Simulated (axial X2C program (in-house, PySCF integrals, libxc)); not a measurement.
# Nuclear properties of SbN⁺

Computed with an axial X2C code built on PySCF integrals: two-component X2C with atomic mean-field Coulomb and Gaunt terms, Gaussian nuclei, basis Sb dyall-cv3z, N dyall-av3z with contracted cores.

R = 1.937 Å (near the PBE0 minimum at charge 1 of the determinant lowest at the starting distance; the state shown can have its own minimum elsewhere).

Input and command:
```json
{"zs": [51, 7], "q": 1, "bas": ["dyall-cv3z", "dyall-av3z"], "r0": 1.93, "levels": ["PBE0", "HF", "TPSSh", "PBE", "PBE50"], "nst": 3}
```
```bash
python soeom.py task.json out
```

Keys: zs atomic numbers; q charge; bas basis sets; r0 starting distance in Å; levels methods; nst determinants followed.

Determinant lowest in the PBE0 search, Ω = 3/2 (⟨Sz⟩ = 0.51, ⟨Lz⟩ = 0.99 at PBE0), spin on the atoms Sb -0.24, N 0.75:

```csv
level,Eeff magnitude (GV/cm),Ws magnitude Sb (kHz),A∥/gI Sb (MHz),qzz Sb (a.u.),A∥/gI N (MHz),qzz N (a.u.)
PBE0,0.214,0.0259,777,-7.50,-4.18,-0.97
HF,1.26,0.522,987,-7.26,-18.6,-0.83
TPSSh,0.439,0.115,749,-7.18,3.31,-1.03
PBE,0.294,0.0419,524,-7.48,36.7,-1.01
PBE50,0.126,0.0056,940,-7.35,-26.8,-0.93
```

Eeff is the effective electric field on the electron electric dipole moment in this Ω state and Ws the scalar–pseudoscalar constant of the nucleus named (defined with the proton number Z and per Ω); A∥ (defined per Ω) follows by multiplying with gI = μI/(I μN); qzz is the electric field gradient, eQq0 = 234.96 MHz × Q/barn × qzz. The operators were transformed with the bare-nucleus X2C matrices; with these basis sets, hyperfine constants and field gradients can be off by tens of per cent, and where levels differ in sign neither size nor sign is settled.

Problem. With gI(121Sb) = 1.3454, Q(121Sb) = -0.543 barn, Q(14N) = 0.02044 barn (g factors from the IAEA table of nuclear moments by Stone; Q from Pyykkö, Mol. Phys. 2018), turn the PBE0 values of the first state into constants in MHz.

Solution. A∥(121Sb) = 777 × 1.3454 = 1050 MHz; eQq0(121Sb) = 234.96 × (-0.543) × (-7.50) = 957 MHz; eQq0(14N) = 234.96 × (0.02044) × (-0.97) = -4.66 MHz.

Each state is one determinant with collinear spin. Unrestricted Hartree–Fock can overshoot spin polarisation at the nuclei. In the state Ω = 3/2 the sign of Eeff differs between levels (HF against PBE0). Where Eeff spreads by more than a factor of two the levels disagree and none is to be relied on. The search compared states at one distance, so a state with another bond length can lie lower. The sign of Ws at Sb differs between levels in the first state. Further determinants of the search, some of them spin-mixed, are not shown. Where a field gradient or hyperfine factor spreads by more than a factor of two over the levels, a constant derived from it is not to be relied on.
